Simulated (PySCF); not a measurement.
# What a mistake does to a calculation on AlBClFH

These are calculations, not measurements. The program is PySCF 2.14.0, an open-source quantum chemistry code, run on an isolated molecule that a program drew, which may never have been made. The molecule is AlBClFH (charge 0, doublet), drawn as the SMILES string `F[B][AlH][Cl]`.

Each row is a Hartree-Fock (HF) and frozen-core CCSD(T) single point in the cc-pV(D+d)Z basis, meant for a local HF minimum. Run 1 is clean. Each other run has one planted mistake out of seven kinds, and not every kind appears here: one electron removed, one electron added, multiplicity raised by two, geometry at a saddle point, minimal basis STO-3G, one bond length entered in bohr, all coordinates scaled. The reference is restricted for singlets and unrestricted otherwise, and also for a bond in bohr. Adding or removing an electron swaps singlet and doublet. Electrons count all cores. HOMO and LUMO are orbital energies over both spins, the gradient is its largest component, and the lowest frequency (negative if imaginary) is given only where the gradient is small. Bond lengths are over the 4 bonds as drawn. T1 is the CCSD diagnostic: over 0.02 (restricted) or 0.045 (unrestricted) a single reference is doubtful.

Geometry of the clean run:
```xyz
5
AlBClFH, angstrom
F    -2.4140    0.2585   -0.8337
B    -1.1531   -0.0221   -0.8576
Al    0.6445   -0.9550   -0.6162
Cl    1.3290   -2.1059   -2.2594
H     1.5945   -0.6214    0.5807
```

| run | electrons | basis functions | <S^2> | HOMO (eV) | LUMO (eV) | gradient (hartree/bohr) | lowest frequency (cm^-1) | mean bond (Å) | longest bond (Å) | T1 | HF (hartree) | CCSD(T) (hartree) | mistake |
|---|---|---|---|---|---|---|---|---|---|---|---|---|---|
| 1 | 45 | 79 | 0.762 | -7.97 | 0.88 | 2.4e-05 | 89 | 1.7539 | 2.120 | 0.0177 | -826.19126 | -826.67829 | no fault |
| 2 | 45 | 79 | 1.552 | -9.27 | 0.20 | 3.4e-02 | - | 2.0412 | 2.442 | 0.0659 | -826.00649 | -826.47298 | one bond length entered in bohr |
| 3 | 45 | 29 | 0.760 | -4.65 | 6.86 | 4.3e-02 | - | 1.7539 | 2.120 | 0.0208 | -816.63622 | -816.74463 | minimal basis STO-3G |
| 4 | 45 | 79 | 0.758 | -7.88 | 0.89 | 1.4e-05 | -70 | 1.7476 | 2.119 | 0.0170 | -826.19119 | -826.67842 | ? |

**Which mistake was planted in run 4, and what did it cost?**

The gradient is small, so the point is stationary, but the lowest frequency is imaginary (-70 cm^-1). So the mistake is: geometry at a saddle point. Subtracting run 1 and multiplying by 627.51 kcal/mol a hartree, the energy moved by 0.0 kcal/mol in HF and -0.1 kcal/mol in CCSD(T).

Cautions from the logs. Run 2: T1 is over the limit, so its CCSD(T) energy is less reliable.
